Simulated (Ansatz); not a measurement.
C3H5FSi, SMILES `FC1([SiH3])C=C1`, relaxed with RKS PBE-D4/def2-SVP in the Gaussian-basis code of Ansatz from a rough embedded geometry. The force threshold is 0.03 eV/Å; the program also tests the step.

The species carries charge 0 and has multiplicity 1.

Start:

```xyz
10

F    -1.283    0.554    1.397
C    -0.300    0.076    0.585
Si   -0.517    0.469   -1.193
C     0.435   -1.109    0.910
C     1.028   -0.003    1.129
H    -1.739   -0.125   -1.763
H    -0.528    1.948   -1.472
H     0.668   -0.051   -2.051
H     0.339   -2.229    1.019
H     1.896    0.470    1.439
```

(1) How much energy does the relaxation release, and in how many steps? (Estimate.)

(2) Which bonds change most? (Best estimate.)

(3) Give the relaxed structure. (Estimate.)

## Answers

(1) Ansatz gave: 47.65 kJ/mol, in 5 steps.

(2) The calculation gave: C2–Si3 from 1.833 to 1.900 Å; C5–H10 from 1.036 to 1.096 Å; C2–C4 from 1.432 to 1.489 Å; F1–C2 from 1.362 to 1.416 Å.

(3) Ansatz gave: 
```xyz
10

F    -1.284    0.553    1.264
C    -0.210    0.046    0.494
Si   -0.527    0.515   -1.319
C     0.444   -1.186    1.015
C     1.102   -0.059    1.189
H    -1.824   -0.089   -1.781
H    -0.610    2.010   -1.455
H     0.598   -0.009   -2.171
H     0.353   -2.268    1.166
H     1.959    0.487    1.598
```
